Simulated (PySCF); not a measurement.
## Worked example: chemical shift, span and skew from a shielding tensor

CH6ClFSi3, SMILES F[Si@]1(Cl)C[SiH2][SiH2]1. Atoms are numbered in the order given.

```xyz
12

F      0.3961     0.7916    -1.8563
Si     0.5195     0.2208    -0.3205
Cl     2.4764     0.5531     0.3033
C     -0.0244    -1.5898    -0.2905
Si    -1.8765    -1.2724     0.1404
Si    -1.3413     0.8918     0.9628
H      0.1758    -2.1711    -1.2131
H      0.4665    -2.1064     0.5627
H     -2.4616    -2.2783     1.0937
H     -2.7157    -1.1988    -1.1056
H     -2.1445     2.0946     0.5565
H     -1.0617     0.9102     2.4422
```
Charge 0, spin multiplicity 1.

Coordinates come from a PBE-D3(BJ)/def2-SVP optimisation. The structure was generated by enumeration; whether it is a known compound was not checked.

GIAO shieldings from B3LYP/pcSseg-1 (PySCF), non-relativistic, no solvent. The symmetric part of the tensor of C4 has the principal values 131.9, 160.4, 188.3 ppm. The same nucleus in TMS has σ = 181.3 ppm at this level (PySCF, at its B3LYP-D3(BJ)/def2-TZVP geometry). Without spin–orbit terms, shifts of atoms bonded to Cl or Br come out too high.

Question: Work out the isotropic shielding, the ¹³C shift against TMS, the span and the skew.

Answer: 
σ(iso) = (σ11 + σ22 + σ33)/3 = 160.2 ppm. δ = σ(ref) − σ(iso) = 181.3 − (160.2) = 21.1 ppm.
Span Ω = σ33 − σ11 = 56.4 ppm. Skew κ = 3(σ(iso) − σ22)/Ω = -0.01. Tumbling in solution averages the tensor to δ; in a static solid the shielding alone would spread this spin-1/2 line over Ω.
